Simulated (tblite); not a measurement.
Compound: C5H9NOSi.
Z-matrix (Å and degrees, GFN2-xTB geometry), rows numbered from 1:
```
C 
C   1  1.5055
O   2  1.2101  1  121.81
Si  2  1.9231  1  116.02  3  -179.67
N   4  1.7043  2  105.75  1  -170.16
C   5  1.3942  4  135.94  2  -170.99
C   6  1.3392  5   96.00  4  -170.88
C   5  1.4759  4  134.70  2    22.89
H   1  1.0879  2  111.36  3     9.02
H   1  1.0870  2  109.62  3   131.40
H   1  1.0885  2  108.24  3  -111.20
H   4  1.4737  2  107.44  1   -46.95
H   4  1.4664  2  109.40  1    71.88
H   6  1.0733  5  125.89  4     9.75
H   7  1.0682  6  136.95  5  -178.73
H   8  1.0891  5  113.06  4    53.97
H   8  1.0880  5  112.52  4   -71.05
```

Method: GFN2-xTB as coded in tblite; computed harmonic values from a numerical Hessian at the method's own geometry, unscaled. This tight-binding method is rough: wavenumbers can miss measured ones by several per cent, in bad cases by 10 to 20. Modes of hydrogen on silicon can be 10 to 20 % off. One conformer, not necessarily the lowest.

Harmonic wavenumbers (cm⁻¹): 25.1, 37.0, 80.6, 95.1, 108.3, 218.6, 263.5, 345.5, 417.4, 438.9, 532.7, 555.9, 562.8, 627.0, 676.0, 740.4, 800.6, 812.4, 942.7, 946.5, 964.9, 973.1, 986.3, 1051.6, 1067.3, 1110.9, 1134.6, 1164.1, 1219.8, 1359.8, 1376.3, 1440.1, 1453.9, 1458.3, 1612.3, 1736.0, 2163.6, 2234.8, 2988.4, 3011.1, 3018.6, 3030.8, 3038.4, 3132.9, 3192.5.

A = 4209, B = 1031, C = 856.7 MHz; mass 127.045 u (most abundant isotopes); point group C1, symmetry number 1.

Question: Zero-point energy?

Answer: ½Σν̃ = 27574 cm⁻¹ = 329.85 kJ/mol.

Question: Give the ideal-gas entropy at 350 K and 1 bar in the rigid-rotor, harmonic-oscillator model (classical rotation).

Answer: Translation 172.61, rotation 122.70, vibration 158.82: S = 454.1 J/(mol K).

Question: And Cp and H(350 K) − H(0)?

Answer: Cp = 175.91 J/(mol K), of which vibrations give 142.65 (their classical limit is 45 R = 374.2); H(350 K) − H(0) = 37.95 kJ/mol without the zero-point energy, 26.31 from vibrations.

Question: Blend soft modes into free rotors: weight 1/[1 + (100 cm⁻¹/ν̃)⁴] for the oscillator and the rest for a rotor with moment μB/(μ + B), μ = h/(8π²ν), B = 10⁻⁴⁴ kg m². What vibrational entropy results?

Answer: 137.07 J/(mol K) in place of 158.82, which changes −T·S at 350 K by +7.61 kJ/mol.

Question: Which modes carry the vibrational entropy at 350 K?

Answer: 25.1 cm⁻¹: 27.20; 37.0 cm⁻¹: 23.98; 80.6 cm⁻¹: 17.54; 95.1 cm⁻¹: 16.18; 108.3 cm⁻¹: 15.11; 218.6 cm⁻¹: 9.48 J/(mol K); the other 39 give 49.34 together.

Question: How do the functions run with temperature in this model?

Answer: 
```json
{"T (K)": "50", "S (J/(mol K))": "256.8", "Cp (J/(mol K))": "63.6", "H − H(0) (kJ/mol)": "2.43", "G − H(0) (kJ/mol)": "-10.41", "ln q(vib)": "1.31"}
{"T (K)": "100", "S (J/(mol K))": "306.6", "Cp (J/(mol K))": "81.2", "H − H(0) (kJ/mol)": "6.07", "G − H(0) (kJ/mol)": "-24.59", "ln q(vib)": "3.06"}
{"T (K)": "298.15", "S (J/(mol K))": "427.5", "Cp (J/(mol K))": "156.1", "H − H(0) (kJ/mol)": "29.34", "G − H(0) (kJ/mol)": "-98.13", "ln q(vib)": "8.71"}
{"T (K)": "373.15", "S (J/(mol K))": "465.7", "Cp (J/(mol K))": "184.3", "H − H(0) (kJ/mol)": "42.12", "G − H(0) (kJ/mol)": "-131.64", "ln q(vib)": "10.66"}
{"T (K)": "500", "S (J/(mol K))": "525.5", "Cp (J/(mol K))": "224.6", "H − H(0) (kJ/mol)": "68.16", "G − H(0) (kJ/mol)": "-194.56", "ln q(vib)": "13.86"}
{"T (K)": "750", "S (J/(mol K))": "627.8", "Cp (J/(mol K))": "279.7", "H − H(0) (kJ/mol)": "131.76", "G − H(0) (kJ/mol)": "-339.12", "ln q(vib)": "19.82"}
{"T (K)": "1000", "S (J/(mol K))": "713.5", "Cp (J/(mol K))": "315.0", "H − H(0) (kJ/mol)": "206.39", "G − H(0) (kJ/mol)": "-507.09", "ln q(vib)": "25.27"}
```

q(vib) and H(0) count from the zero-point level.

Question: What must be added to the electronic energy to get the Gibbs energy at 350 K and 1 bar?

Answer: ZPE + [H(350 K) − H(0)] − T·S = 329.85 + 37.95 − 158.95 = 208.85 kJ/mol.

Hindered rotation and anharmonicity are outside this model. Other conformers, if any are populated, would add a mixing term that is left out. The structure is chiral; the term R ln 2 for an equal mix with its mirror image is left out.
